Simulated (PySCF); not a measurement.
## Diatomic cations of C with group 14

CCSD(T) with double-zeta basis sets in PySCF, for the lowest determinant that a PBE0 search found; no spin–orbit coupling. De refers to high-spin ground-configuration atoms (the charge goes to the atom of lower measured ionisation energy or higher electron affinity, which is not always the lowest computed limit).

```json
{"M": "C", "basis": "cc-pVDZ", "reference, frozen orbitals": "UHF, 2", "charged atom": "C+", "state (unpaired electrons)": "quartet (σ ↑, π ↑↑)", "Re (Å)": "1.428", "ωe (cm⁻¹)": "1337", "De (eV)": "5.25"}
{"M": "Si", "basis": "def2-SVP", "reference, frozen orbitals": "UHF, 6", "charged atom": "Si+", "state (unpaired electrons)": "quartet (σ ↑, π ↑↑)", "Re (Å)": "1.825", "ωe (cm⁻¹)": "853", "De (eV)": "3.30"}
{"M": "Ge", "basis": "def2-SVPD", "reference, frozen orbitals": "UHF, 10", "charged atom": "Ge+", "state (unpaired electrons)": "quartet (σ ↑, π ↑↑)", "Re (Å)": "1.921", "ωe (cm⁻¹)": "693", "De (eV)": "2.93"}
{"M": "Sn", "basis": "x2c-SVPall", "reference, frozen orbitals": "UHF, 19", "charged atom": "Sn+", "state (unpaired electrons)": "quartet (σ ↑, π ↑↑)", "Re (Å)": "2.129", "ωe (cm⁻¹)": "602", "De (eV)": "2.35"}
```

The shortest bond is that of C₂⁺ (1.428 Å), the longest that of SnC⁺ (2.129 Å). C₂⁺ is bound most strongly (5.25 eV) and SnC⁺ least (2.35 eV).

The rows differ in basis set, which adds steps of its own.

Down a group the atoms grow and get heavier, so bonds lengthen and wavenumbers fall; this series shows no clear exception.

Correlated steps freeze the inner cores (2 to 19 orbitals); shallow outer-core shells are correlated. Correlated levels converge slowly with the basis: in double zeta they bind strong bonds too weakly, by up to about 1 eV, and carry superposition errors of some tenths. Spin–orbit coupling is left out, which matters for elements this heavy, above all for dissociation energies. For an ion De counts to the pair picked by the measured ionisation energies or electron affinities, which need not be the lowest pair at this level. The CCSD T1 diagnostic is raised in SiC⁺, a sign that a single reference may not be enough there. States were picked by a PBE0 search and need not be the measured ground states.
